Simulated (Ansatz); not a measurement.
Relaxation of C$_{2}$H$_{5}$NSi (9 atoms, charge 0, multiplicity 1), to a largest force component of 0.015 eV/Å in at most 40 steps.

Method: RKS B3LYP/def2-SVP (Ansatz).

```xyz
9
Properties=species:S:1:pos:R:3
C -0.625 0.154 1.564
N -0.284 0.996 0.458
C 0.174 0.671 -0.630
Si 0.766 -0.491 -1.834
H -0.450 -0.911 1.358
H -0.032 0.466 2.424
H -1.677 0.317 1.803
H -0.061 -0.723 -3.009
H 2.190 -0.479 -2.133
```

Q: Where does it end, and by what steps?

A: The run converged. The force dipped under the threshold on the way, but the program's further checks kept it going. After 14 steps the energy has fallen by 0.421 eV; N2 moved furthest, 0.99 Å.

| step | energy less start (eV) | largest force component (eV/Å) | accepted |
| --- | --- | --- | --- |
| 0 | 0.0000 | 1.296 | yes |
| 1 | -0.1757 | 0.988 | yes |
| 2 | -0.2388 | 1.343 | yes |
| 3 | -0.3184 | 1.033 | yes |
| 4 | -0.3516 | 0.469 | yes |
| 5 | -0.3844 | 0.318 | yes |
| 6 | -0.3982 | 0.376 | yes |
| 7 | -0.4047 | 0.384 | yes |
| 8 | -0.4103 | 0.278 | yes |
| 9 | -0.4199 | 0.179 | yes |
| 10 | -0.4198 | 0.102 | no |
| 11 | -0.4210 | 0.070 | yes |
| 12 | -0.4210 | 0.040 | no |
| 13 | -0.4213 | 0.009 | yes |
| 14 | -0.4214 | 0.015 | yes |

```xyz
9
Properties=species:S:1:pos:R:3
C -0.685 0.203 1.710
N -0.164 0.014 0.412
C 0.271 -0.192 -0.657
Si 0.974 -0.876 -2.286
H -0.788 -0.762 2.233
H -0.015 0.855 2.292
H -1.675 0.683 1.649
H -0.027 -0.065 -3.096
H 2.108 0.140 -2.257
```

The run took 29 s on 1 thread of Intel(R) Xeon(R) Platinum 8559C (Emerald Rapids), with other jobs on the host, peak memory 0.18 GiB.
